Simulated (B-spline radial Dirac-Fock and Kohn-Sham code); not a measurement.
# Photoemission from Ag at 1760 eV, detector at θ = 45°, φ = 0°

System: the free silver atom in the configuration [Kr] 4d10 5s1. Method: Dirac-Hartree-Slater photoionisation with a Latter tail; cross sections with all multipoles, angular parameters from the dipole term and its interference with E2. Computed with a radial B-spline solver. Thresholds are tabulated edges, those marked * orbital energies of the model. For linearly polarised light dσ/dΩ = σ/(4π) [1 + β P₂(cos θ) + (δ + γ cos²θ) sin θ cos φ], with θ from the polarisation vector and φ the angle between the beam and the projection of the electron momentum on the plane normal to the polarisation. The dipole factor is 1 + βP₂ and the non-dipole term is the rest of the bracket. Open shells are filled statistically over j.

| subshell | threshold (eV) | σ (kb) | β | γ | δ | dipole factor | non-dipole term | dσ/dΩ (kb/sr) |
| --- | --- | --- | --- | --- | --- | --- | --- | --- |
| 3s | 719.0 | 31.3 | 1.99 | 0.11 | 0.000 | 1.498 | +0.040 | 3.83 |
| 3p1/2 | 603.8 | 41.1 | 1.61 | -0.02 | 0.001 | 1.401 | -0.005 | 4.56 |
| 3p3/2 | 573.0 | 81.0 | 1.63 | -0.02 | 0.004 | 1.408 | -0.004 | 9.05 |
| 3d3/2 | 374.0 | 59.9 | 1.24 | 0.37 | 0.066 | 1.309 | +0.177 | 7.09 |
| 3d5/2 | 368.3 | 86.5 | 1.21 | 0.38 | 0.067 | 1.303 | +0.180 | 10.2 |
| 4s | 97.00 | 6.49 | 1.99 | -0.03 | 0.000 | 1.498 | -0.010 | 0.769 |
| 4p1/2 | 63.70 | 6.90 | 1.67 | 0.04 | 0.001 | 1.416 | +0.014 | 0.785 |
| 4p3/2 | 62.36* | 13.3 | 1.69 | 0.04 | 0.003 | 1.424 | +0.018 | 1.52 |
| 4d3/2 | 11.76* | 5.40 | 1.27 | 0.42 | 0.058 | 1.317 | +0.191 | 0.648 |
| 4d5/2 | 11.13* | 7.67 | 1.24 | 0.43 | 0.060 | 1.309 | +0.194 | 0.917 |
| 5s | 6.67* | 0.202 | 1.99 | -0.04 | 0.000 | 1.498 | -0.014 | 0.0238 |
